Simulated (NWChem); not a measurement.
The numbers come from NWChem runs, not from measurements. System: CH5Si, charge 0, spin multiplicity 2, at a geometry optimised with UPBE/def2-SVP. The structure started from a generated list of species. Its SCF solution wasn't tested for a lower state. Level: UHF/cc-pVTZ.

Input file:

```
start mol
memory heap 200 mb stack 900 mb global 1100 mb
geometry units angstroms nocenter noautoz noautosym
  C      1.271650    -0.145689     0.008626
  Si    -0.572899     0.068380    -0.002058
  H      1.970171     0.664939    -0.259151
  H      1.751059    -1.107884     0.258783
  H     -1.186249    -0.477070     1.263469
  H     -0.935367     1.521618    -0.138076
  H     -1.208933    -0.684784    -1.147971
end
basis spherical
  * library cc-pvtz
end
scf
  uhf
  nopen 1
  maxiter 100
  thresh 1e-7
  semidirect memsize 60000000 filesize 0
  # guess.movecs holds the orbitals of an unrestricted PBE0 run
  vectors input guess.movecs output mol.movecs
end
task scf energy
```

Output (cleaned and shortened):

```
             Northwest Computational Chemistry Package (NWChem) 7.3.0
             --------------------------------------------------------

                                NWChem Input Module
                                -------------------

 Scaling coordinates for geometry "geometry" by  1.889725989
 (inverse scale =  0.529177249)

                             Geometry "geometry" -> ""
                             -------------------------

 Output coordinates in angstroms (scale by  1.889725989 to convert to a.u.)

  No.       Tag          Charge          X              Y              Z
 ---- ---------------- ---------- -------------- -------------- --------------
    1 C                    6.0000     1.27165000    -0.14568900     0.00862600
    2 Si                  14.0000    -0.57289900     0.06838000    -0.00205800
    3 H                    1.0000     1.97017100     0.66493900    -0.25915100
    4 H                    1.0000     1.75105900    -1.10788400     0.25878300
    5 H                    1.0000    -1.18624900    -0.47707000     1.26346900
    6 H                    1.0000    -0.93536700     1.52161800    -0.13807600
    7 H                    1.0000    -1.20893300    -0.68478400    -1.14797100

 Effective nuclear repulsion energy (a.u.)      55.3798644922

            Nuclear Dipole moment (a.u.)
            ----------------------------
        X                 Y               Z
 ---------------- ---------------- ----------------
    -0.0000094486     0.0000094486    -0.0000037795


 Summary of "ao basis" -> "" (spherical)
 ------------------------------------------------------------------------------
       Tag                 Description            Shells   Functions and Types
 ---------------- ------------------------------  ------  ---------------------
 *                          cc-pvtz                   on all atoms

 Summary of "ao basis" -> "ao basis" (spherical)
 ------------------------------------------------------------------------------
       Tag                 Description            Shells   Functions and Types
 ---------------- ------------------------------  ------  ---------------------
[...]
          14.223832357885         151.598304391853           1.816353607262
          -0.447292356782           1.816353607262         158.779770871579

  Mulliken analysis of the total density
  --------------------------------------

    Atom       Charge   Shell Charges
 -----------   ------   -------------------------------------------------------
    1 C    6     6.39   1.96  0.84  0.16  0.38  0.77  1.52  0.74  0.01  0.03  0.00
    2 Si  14    13.67   2.00  1.93  0.82  0.13  0.23  5.50  1.60  0.57  0.50  0.21  0.15  0.03
    3 H    1     0.86   0.26  0.48  0.10  0.01  0.02  0.00
    4 H    1     0.87   0.26  0.48  0.10  0.01  0.02  0.00
    5 H    1     1.07   0.24  0.55  0.27  0.00  0.01  0.00
    6 H    1     1.06   0.24  0.55  0.27  0.00  0.01  0.00
    7 H    1     1.07   0.24  0.55  0.27  0.00  0.01  0.00

  Mulliken analysis of the alpha density
  --------------------------------------

    Atom       Charge   Shell Charges
 -----------   ------   -------------------------------------------------------
    1 C    6     3.77   0.98  0.44  0.08  0.20  0.50  1.00  0.54  0.00  0.01  0.00
    2 Si  14     6.80   1.00  0.96  0.40  0.06  0.11  2.75  0.77  0.29  0.24  0.12  0.08  0.02
    3 H    1     0.40   0.12  0.22  0.04  0.01  0.01  0.00
    4 H    1     0.40   0.12  0.22  0.04  0.01  0.02  0.00
    5 H    1     0.55   0.12  0.28  0.14  0.00  0.01  0.00
    6 H    1     0.53   0.12  0.27  0.13  0.00  0.01  0.00
    7 H    1     0.55   0.12  0.28  0.14  0.00  0.01  0.00

   Mulliken analysis of the beta density
   -------------------------------------

    Atom       Charge   Shell Charges
 -----------   ------   -------------------------------------------------------
    1 C    6     2.63   0.98  0.40  0.07  0.17  0.27  0.51  0.20  0.01  0.01  0.00
    2 Si  14     6.87   1.00  0.96  0.42  0.07  0.12  2.75  0.83  0.29  0.27  0.09  0.07  0.01
    3 H    1     0.47   0.13  0.26  0.06  0.00  0.01  0.00
    4 H    1     0.47   0.13  0.26  0.06  0.00  0.01  0.00
    5 H    1     0.52   0.12  0.27  0.13  0.00  0.01  0.00
    6 H    1     0.53   0.12  0.27  0.13  0.00  0.01  0.00
    7 H    1     0.52   0.11  0.26  0.13  0.00  0.01  0.00

   Mulliken analysis of the spin density
   -------------------------------------

    Atom       Charge   Shell Charges
 -----------   ------   -------------------------------------------------------
    1 C    6     1.14  -0.00  0.05  0.01  0.03  0.23  0.49  0.34 -0.00 -0.00 -0.00
    2 Si  14    -0.07  -0.00 -0.00 -0.02 -0.00 -0.01 -0.00 -0.05 -0.00 -0.03  0.02  0.01  0.01
    3 H    1    -0.07  -0.01 -0.04 -0.02  0.00  0.01  0.00
    4 H    1    -0.07  -0.01 -0.04 -0.02  0.00  0.01  0.00
    5 H    1     0.02   0.00  0.01  0.01 -0.00 -0.00 -0.00
    6 H    1     0.00   0.00  0.00  0.00 -0.00 -0.00  0.00
    7 H    1     0.04   0.01  0.02  0.01 -0.00 -0.00 -0.00

       Multipole analysis of the density wrt the origin
       ------------------------------------------------

     L   x y z        total         alpha         beta         nuclear
     -   - - -        -----         -----         ----         -------
     0   0 0 0     -0.000000    -13.000000    -12.000000     25.000000

     1   1 0 0      0.302766     -0.945425      1.248201     -0.000009
     1   0 1 0     -0.019714      0.134752     -0.154476      0.000009
     1   0 0 1     -0.000622     -0.007902      0.007285     -0.000004

     2   2 0 0    -16.571140    -55.957357    -49.850919     89.237135
     2   1 1 0     -0.079778      4.297701      3.905449     -8.282928
     2   1 0 1     -0.083266     -0.230967     -0.006131      0.153832
     2   0 2 0    -16.638290    -17.365923    -16.678486     17.406119
     2   0 1 1     -0.316503      0.440161      1.012018     -1.768682
     2   0 0 2    -17.676627    -15.581182    -13.051077     10.955632

 Task  times  cpu:       20.4s     wall:       20.4s

 Total times  cpu:       20.5s     wall:       20.5s
```
